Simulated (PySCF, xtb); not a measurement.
C2H6Cl2Sn, SMILES [CH3][Sn]([Cl])([Cl])[CH3].

GFN2-xTB in xtb 6.7.1 at its own geometry gives an orbital gap of 3.44 eV and a dipole moment of 4.62 D.

The structure is a stationary point at B3LYP-D3(BJ)/def2-SVP. The isomer is the one that the SMILES or the coordinates give; other isomers of the formula were not compared. The def2 effective core potentials stand for the cores of Sn; spin–orbit coupling is left out.

Q: What does ωB97X/def2-TZVP in PySCF give? (An estimate is asked for; the answer gives what the named calculation found.)

A: gap 11.56 eV (levels -10.65 and 0.91 eV), dipole 4.06 D.
